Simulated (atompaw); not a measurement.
## Before and after: PAW (atompaw) potential for lanthanum

La (Z = 57), PAW, made with atompaw 4.2.0.5 (PBE, scalar-relativistic). Core [Kr] 4d10, reference 4f0 5s2 5p6 5d1 6s0 6p0 (charge +2). Waves: 5s (bound): rc 2.65 bohr; 6s (bound, empty): rc 2.90 bohr; 5p (bound): rc 2.35 bohr; 6p (bound, empty): rc 3.00 bohr; 5d (bound): rc 3.00 bohr; 5d channel at 1.65 Ry: rc 3.00 bohr; 4f (bound, empty): rc 1.95 bohr; 4f channel at -0.45 Ry: rc 1.95 bohr. Local part: bessel scheme, radius 2.85 bohr. Core correction: smooth core density matched at 2.50 bohr. Augmentation charge: sinc compensation charge, radius 2.90 bohr; PAW radius 3.00 bohr; waves and projectors: custom rrkj gramschmidtortho.

Change: wave 5d channel at 1.65 Ry: rc 3.00 bohr becomes 5d channel at -0.44 Ry: rc 3.00 bohr.

Cutoffs: the cutoffs (Ry, on a coarse ladder) from which the occupation-weighted sum of valence levels, in a spherical-Bessel basis at the reference potential, stays within 10 and 1 mRy of its value at 400 Ry; they do not see the model core or the augmentation charge, which bear on the density cutoff.

**Question.** What does the change do?

**Answer.** The potential gets neither clearly harder nor softer (15 Ry and 25 Ry → 15 Ry and 25 Ry); the p channel sets the loose cutoff, while the largest relative change is in d, which becomes softer; the range in which the d phases agree narrows (upper end at the end of the scan → 1.9); neither file shows a bound ghost.

```csv
quantity,base,changed
"cutoff, loose",15 Ry,15 Ry
"cutoff, tight",25 Ry,25 Ry
loose cutoff by channel (10 mRy a level),"s 8 Ry, p 12 Ry, d 10 Ry","s 8 Ry, p 12 Ry, d 8 Ry"
bound ghosts,none,none
s: phases at 3.00 bohr within 0.05 rad from the reference energy up to (Ry; the scan ends near 5),2.2,2.2
p: phases at 3.00 bohr within 0.05 rad from the reference energy up to (Ry; the scan ends near 5),to the end of the scan,to the end of the scan
d: phases at 3.00 bohr within 0.05 rad from the reference energy up to (Ry; the scan ends near 5),to the end of the scan,1.9
f: phases at 3.00 bohr within 0.05 rad from the reference energy up to (Ry; the scan ends near 5),3.2,3.2
lowest overlap eigenvalue by channel,"s 0.12, p 0.09, d 0.84, f 0.54","s 0.12, p 0.09, d 0.76, f 0.54"
```

Base: The cutoffs count occupied waves only; the empty 4f level needs 30 Ry at the loose tolerance. Changed file: The cutoffs count occupied waves only; the empty 4f level needs 30 Ry at the loose tolerance. The cutoffs see the waves, projectors and local potential, not the compensation charge or the core.
